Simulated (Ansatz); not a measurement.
**Which is lower?**

Two relaxed structures of LiSiH$_{3}$O$_{2}$, singlet (PBE0-D4/def2-TZVP; forces vanish, vibrations not checked).

A:

Li1  (-2.460, -0.040, -1.562)
O2  (-1.058, 0.378, -0.856)
Si3  (0.259, 0.310, 0.022)
O4  (0.345, -1.175, 0.770)
H5  (1.507, 0.480, -0.793)
H6  (0.296, 1.360, 1.092)
H7  (1.112, -1.313, 1.327)
(Å)

B:

```xyz
7
angstrom
Li -2.8837 -0.0662 -1.1803
O -1.1478 -0.1584 -0.5738
Si 0.2969 -0.1833 -0.1305
O 0.8295 -1.0478 1.1070
H 1.3719 0.5804 -0.7840
H -4.3836 0.1037 -1.8150
H 1.7584 -1.0329 1.3522
```

Program: Ansatz 0.2.0. Basis: def2-TZVPP. Cores are frozen in the correlated methods. The outer core shell of Li, Na, Mg and K is correlated. B3LYP uses VWN-RPA correlation.

Q: Which structure is lower at CCSD(T), and by how much? (An estimate is asked for; the value comes from the calculation.)

A: By the calculation: A, by 259.6 kJ/mol (electronic energy, against the other). By their contacts, A is LiSiH₃O₂ ([Li][O][SiH2][OH]) and B is LiSiH₃O₂ ([LiH][O][SiH][OH]).

All methods give the same order:

```
   method  E(B) − E(A) (kJ/mol)
   PBE-D4                 243.5
r2SCAN-D4                 261.4
  PBE0-D4                 260.5
 B3LYP-D4                 248.3
  wB97M-V                 252.5
       HF                 258.2
      MP2                 265.3
     CCSD                 261.9
  CCSD(T)                 259.6
```

T1 diagnostic: at most 0.016.

Labels in which every atom is bracketed show which atoms are joined, not bond orders.

For scale, one of the runs: CCSD(T)/def2-TZVPP, 165 basis functions, launched by `ansatz run in.yaml --threads 2 --pin off --events-out ev --progress --plain --max-ram 4352MiB`. Hardware: 2 CPU threads of an Arm Neoverse V2, shared host. Wall time 28 s; peak host memory 1.3 GiB.
